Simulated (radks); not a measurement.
Gd50+, configuration [Ne] 3s2 3p2.

All-electron calculation, scalar-relativistic Kohn-Sham, PBE, spin-unpolarised, spherical densities, point nucleus. Program: a radial shooting solver on a logarithmic mesh with Libxc functionals.

Energy parts (eV):
| part | energy |
|---|---|
| total | -237790.50 |
| kinetic | 259585.37 |
| electron-nucleus | -519052.12 |
| Hartree | 25191.35 |
| exchange-correlation | -3515.10 |

Orbitals (lengths in bohr, moments of r in powers of bohr; r(90%) holds 90 % of the orbital's charge):
orbital,occ.,eigenvalue (eV),r(90%),<1/r>,<r^4>
1s,2,-53673.84,0.0396,71.69,1.137e-06
2s,2,-11673.08,0.142,16.86,0.0001691
2p,6,-10794.08,0.131,15.71,0.0001241
3s,2,-4676.487,0.322,6.844,0.004601
3p,2,-4410.117,0.320,6.492,0.004398

The highest occupied level is 3p at -4410.1 eV. Summed over all electrons, <r^2> = 0.2895 bohr^2, which gives a Langevin (diamagnetic) susceptibility term of -0.229 x 10^-6 cm^3/mol. For comparison, the ionisation energy in NIST's Atomic Spectra Database is 4578 eV (theoretical). In exact Kohn-Sham theory the highest level is minus the ionisation energy, but local and semilocal functionals leave it too shallow, through self-interaction and a potential that decays too fast; potentials with the right tail come closer.

Beside tabulated values, note that spin-unpolarised runs miss the spin-polarisation part of the exchange energy of open shells.
